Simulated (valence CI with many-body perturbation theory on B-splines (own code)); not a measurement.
**Pr⁴⁶⁺: electric-dipole lines**

Method: configuration interaction combined with many-body perturbation theory (CI+MBPT): three valence electrons over a frozen Dirac-Fock core [Ne], a basis of 11 s, 11 p, 10 d, 8 f, 5 g, 2 h functions for each j, with the one-electron correlation potential Σ1 (screened to all orders), the two-electron term Σ2, the three-electron term Σ3, Breit, model QED; selected single and double excitations, second order for the rest, scaled by the run's own slope (own B-spline code, finite nucleus).

The last digits are not significant, and no measured levels were compared; by estimate large intervals hold to a few tenths of a per cent, small ones and those within an open d or f shell to about a per cent.

Lines 201 to 250 of 588 in falling wavelength, among levels below 15166 × 10³ cm⁻¹, chosen from the strongest by gf and those to the six lowest levels. Wavelengths and rates use the calculated energies. Electric multipoles are in the length gauge, E1 and E2 with the static RPA response of the core. Weak lines are less certain than strong ones. Lines between different terms over intervals too small for the method are left out, as are lines whose strength nearly cancels. The highest levels of a list are the least certain.

Levels are named by their leading jj configuration (3d3/2^4 stands for four electrons in 3d with j = 3/2), which in mixed levels can hold well under half, so a name can repeat and another be missing. Letters in brackets count levels of one name in rising energy.

| λ vac (nm) | Upper | Lower | A (s⁻¹) | log gf | Branch % |
| --- | --- | --- | --- | --- | --- |
| 6.040 | (3d3/2 3d5/2^2) J=9/2 | (3p3/2 3d3/2 3d5/2) J=9/2 [a] | 7.89e+10 | -0.37 | 15.3 |
| 6.034 | (3d3/2 3d5/2^2) J=7/2 [b] | (3p3/2 3d3/2 3d5/2) J=7/2 [b] | 7.50e+10 | -0.49 | 13.6 |
| 6.033 | (3p3/2 3d5/2^2) J=7/2 [a] | (3p3/2^2 3d3/2) J=5/2 | 3.59e+10 | -0.80 | 7.7 |
| 6.024 | (3d3/2 3d5/2^2) J=5/2 [b] | (3p3/2 3d3/2 3d5/2) J=5/2 [b] | 7.55e+10 | -0.61 | 13.0 |
| 6.002 | (3p3/2 3d3/2 3d5/2) J=1/2 [b] | (3p3/2^2 3d3/2) J=3/2 [b] | 1.41e+11 | -0.82 | 18.6 |
| 5.998 | (3d3/2 3d5/2^2) J=11/2 | (3p3/2 3d3/2 3d5/2) J=11/2 | 2.25e+10 | -0.84 | 5.3 |
| 5.989 | (3s 3d5/2^2) J=3/2 | (3s 3p3/2 3d5/2) J=3/2 [a] | 8.04e+10 | -0.76 | 21.3 |
| 5.982 | (3s 3p1/2 3d5/2) J=3/2 | (3s 3p1/2 3p3/2) J=5/2 | 2.40e+10 | -1.29 | 8.5 |
| 5.977 | (3s 3d5/2^2) J=5/2 | (3s 3p3/2 3d5/2) J=5/2 [a] | 1.76e+11 | -0.25 | 47.4 |
| 5.947 | (3d3/2 3d5/2^2) J=3/2 [b] | (3p3/2 3d3/2 3d5/2) J=5/2 [c] | 8.32e+10 | -0.75 | 14.9 |
| 5.946 | (3p3/2 3d3/2 3d5/2) J=5/2 [d] | (3p3/2^2 3d3/2) J=3/2 [a] | 6.88e+10 | -0.66 | 9.3 |
| 5.939 | (3s 3d5/2^2) J=7/2 | (3s 3p3/2 3d5/2) J=5/2 [a] | 5.60e+10 | -0.63 | 20.6 |
| 5.915 | (3p3/2 3d3/2 3d5/2) J=5/2 [b] | (3s 3d5/2^2) J=5/2 | 2.96e+10 | -1.03 | 3.8 |
| 5.891 | (3s 3d3/2 3d5/2) J=7/2 [b] | (3s 3p3/2 3d3/2) J=7/2 | 4.34e+10 | -0.74 | 10.0 |
| 5.878 | (3s 3d3/2 3d5/2) J=5/2 [b] | (3s 3p3/2 3d3/2) J=7/2 | 3.01e+10 | -1.03 | 4.4 |
| 5.864 | (3s 3p3/2 3d5/2) J=7/2 [b] | (3s 3p3/2^2) J=5/2 | 2.36e+11 | -0.01 | 51.2 |
| 5.814 | (3s 3d3/2 3d5/2) J=7/2 [b] | (3s 3p3/2 3d3/2) J=5/2 [a] | 2.64e+10 | -0.97 | 6.1 |
| 5.806 | (3p3/2 3d5/2^2) J=7/2 [b] | (3p3/2^2 3d5/2) J=7/2 | 1.49e+11 | -0.22 | 23.6 |
| 5.805 | (3p3/2 3d3/2 3d5/2) J=5/2 [c] | (3s 3d5/2^2) J=3/2 | 4.60e+10 | -0.86 | 7.0 |
| 5.801 | (3s 3d3/2 3d5/2) J=5/2 [b] | (3s 3p3/2 3d3/2) J=5/2 [a] | 7.16e+10 | -0.66 | 10.5 |
| 5.773 | (3p3/2^2 3d5/2) J=7/2 | (3s 3p3/2 3d5/2) J=5/2 [b] | 1.95e+11 | -0.11 | 26.8 |
| 5.754 | (3p3/2 3d5/2^2) J=5/2 | (3p3/2^2 3d5/2) J=7/2 | 6.31e+10 | -0.73 | 10.3 |
| 5.746 | (3s 3d5/2^2) J=9/2 | (3s 3p3/2 3d5/2) J=9/2 | 9.81e+10 | -0.31 | 33.0 |
| 5.721 | (3s 3p1/2 3d5/2) J=5/2 [b] | (3s 3p1/2 3p3/2) J=3/2 [a] | 8.46e+09 | -1.60 | 8.1 |
| 5.690 | (3d5/2^3) J=5/2 | (3p3/2 3d5/2^2) J=7/2 [a] | 3.73e+10 | -0.96 | 8.4 |
| 5.688 | (3p3/2 3d5/2^2) J=3/2 [b] | (3p3/2^2 3d5/2) J=1/2 | 1.22e+11 | -0.63 | 16.0 |
| 5.666 | (3s 3d5/2^2) J=1/2 | (3s 3p3/2 3d5/2) J=3/2 [a] | 1.22e+11 | -0.93 | 29.9 |
| 5.632 | (3s 3p1/2 3d5/2) J=3/2 | (3s 3p1/2 3p3/2) J=3/2 [a] | 5.13e+10 | -1.01 | 18.2 |
| 5.613 | (3p3/2 3d3/2 3d5/2) J=7/2 [c] | (3s 3d5/2^2) J=5/2 | 3.29e+10 | -0.91 | 4.4 |
| 5.612 | (3s 3p1/2 3p3/2) J=3/2 [a] | (3s^2 3p1/2) J=1/2 | 1.27e+09 | -2.62 | 55.5 |
| 5.605 | (3p3/2 3d3/2 3d5/2) J=7/2 [a] | (3s 3d3/2 3d5/2) J=7/2 [b] | 3.53e+10 | -0.88 | 5.3 |
| 5.605 | (3p3/2 3d3/2 3d5/2) J=5/2 [c] | (3s 3d5/2^2) J=7/2 | 5.45e+10 | -0.81 | 8.3 |
| 5.597 | (3p3/2 3d3/2^2) J=7/2 | (3s 3d3/2 3d5/2) J=5/2 [a] | 3.46e+10 | -0.89 | 3.7 |
| 5.525 | (3p3/2^2 3d3/2) J=3/2 [b] | (3s 3p3/2 3d5/2) J=1/2 | 7.08e+10 | -0.89 | 6.9 |
| 5.472 | (3s 3d5/2^2) J=7/2 | (3s 3p3/2 3d5/2) J=9/2 | 2.72e+10 | -1.01 | 10.0 |
| 5.468 | (3s 3p3/2 3d5/2) J=3/2 [b] | (3s 3p3/2^2) J=5/2 | 7.30e+10 | -0.88 | 11.3 |
| 5.455 | (3p3/2^2 3d3/2) J=5/2 | (3s 3p3/2 3d5/2) J=3/2 [a] | 9.42e+10 | -0.60 | 9.1 |
| 5.450 | (3p3/2 3d3/2^2) J=7/2 | (3s 3d3/2 3d5/2) J=7/2 [a] | 2.92e+10 | -0.98 | 3.1 |
| 5.449 | (3p3/2^2 3d5/2) J=9/2 | (3s 3p3/2 3d5/2) J=7/2 [b] | 3.54e+11 | 0.20 | 60.0 |
| 5.433 | (3p3/2^2 3d5/2) J=1/2 | (3s 3p3/2 3d5/2) J=3/2 [b] | 3.25e+11 | -0.54 | 38.2 |
| 5.419 | (3s 3p3/2 3d5/2) J=5/2 [b] | (3s 3p3/2^2) J=5/2 | 8.82e+10 | -0.63 | 12.5 |
| 5.390 | (3s 3p3/2 3d5/2) J=5/2 [a] | (3s^2 3d5/2) J=5/2 | 1.40e+11 | -0.44 | 60.8 |
| 5.342 | (3p3/2 3d3/2 3d5/2) J=11/2 | (3s 3d3/2 3d5/2) J=9/2 | 3.04e+11 | 0.19 | 71.2 |
| 5.341 | (3p3/2^2 3d5/2) J=7/2 | (3s 3p3/2 3d5/2) J=7/2 [b] | 1.02e+11 | -0.46 | 14.0 |
| 5.333 | (3p3/2 3d3/2 3d5/2) J=5/2 [e] | (3s 3d5/2^2) J=3/2 | 4.22e+10 | -0.97 | 5.7 |
| 5.333 | (3p3/2 3d3/2 3d5/2) J=5/2 [d] | (3s 3d5/2^2) J=5/2 | 1.18e+11 | -0.52 | 16.1 |
| 5.324 | (3p3/2 3d3/2 3d5/2) J=3/2 [a] | (3s 3d3/2 3d5/2) J=3/2 [b] | 1.14e+11 | -0.71 | 12.9 |
| 5.322 | (3p3/2 3d3/2 3d5/2) J=5/2 [b] | (3s 3d3/2 3d5/2) J=5/2 [b] | 1.11e+11 | -0.55 | 14.2 |
| 5.314 | (3p1/2 3p3/2 3d5/2) J=3/2 [a] | (3s 3p1/2 3d5/2) J=3/2 | 1.56e+11 | -0.58 | 42.0 |
| 5.312 | (3p3/2 3d5/2^2) J=7/2 [a] | (3s 3d5/2^2) J=7/2 | 8.20e+10 | -0.56 | 17.6 |
